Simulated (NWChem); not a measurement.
System: C₃HF₃O; SMILES FC1=COC1(F)F

The following NWChem deck was run.

```
start job
memory heap 200 mb stack 900 mb global 1100 mb
geometry units angstroms noautosym nocenter noautoz
  F     -0.891309    -1.944074     0.000000
  C     -0.017558    -0.953892     0.000000
  C      1.316872    -0.788080     0.000000
  O      1.305954     0.634180     0.000000
  C     -0.140921     0.567526     0.000000
  F     -0.656499     1.160391    -1.085117
  F     -0.656499     1.160391     1.085117
  H      2.258864    -1.347945     0.000000
end
basis spherical
  F library 6-31g*
  C library 6-31g*
  O library 6-31g*
  H library 6-31g*
end
dft
  xc hfexch
  iterations 150
  mulliken
end
task dft energy
esp
  recalculate
  probe 0.07
  range 0.3
  factor 1.0
  spacing 0.02
end
task esp
```

Structure relaxed at the PBE-D3(BJ)/def2-SVP level.

Atomic charges in e: unrestrained fits to the electrostatic potential beside Mulliken populations; buried atoms are poorly determined by the fit.

Atoms are numbered as in the input.

Q: Give the results of this calculation. (Hartree-Fock/6-31G* (spherical d).) Quantities: ESP F1; Mulliken F1; ESP C2; Mulliken C2; ESP C3; Mulliken C3; ESP O4; Mulliken O4; ESP C5; Mulliken C5; relative RMS misfit of the potential (%).

A: 
- ESP F1 = -0.13
- Mulliken F1 = -0.38
- ESP C2 = -0.01
- Mulliken C2 = 0.19
- ESP C3 = 0.00
- Mulliken C3 = 0.21
- ESP O4 = -0.43
- Mulliken O4 = -0.70
- ESP C5 = 0.92
- Mulliken C5 = 1.22
- relative RMS misfit of the potential (%) = 25
